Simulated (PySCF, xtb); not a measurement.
C4H8Si2, SMILES [SiH3]C1=CC=C[SiH2]1.

Harmonic wavenumbers (cm⁻¹) from GFN2-xTB (xtb) at its own minimum, in rising order: 67, 140, 173, 244, 369, 378, 466, 500, 528, 565, 578, 605, 656, 741, 752, 788, 790, 795, 807, 872, 913, 1005, 1040, 1123, 1247, 1311, 1534, 1606, 2224, 2230, 2238, 2253, 2256, 3037, 3050, 3097.

### Question
What does PBE-D3(BJ)/def2-SVP in PySCF give at its own minimum? (Estimate from the structure and the level; the computed values follow.)

### Answer
92, 142, 160, 240, 364, 395, 504, 524, 606, 629, 647, 684, 686, 723, 805, 886, 901, 901, 908, 918, 968, 976, 980, 1074, 1230, 1291, 1505, 1573, 2148, 2149, 2157, 2158, 2159, 3061, 3088, 3151. Paired by order, the mean absolute difference is 50 cm⁻¹ and the zero-point energies are 58.6 and 59.2 kcal/mol.
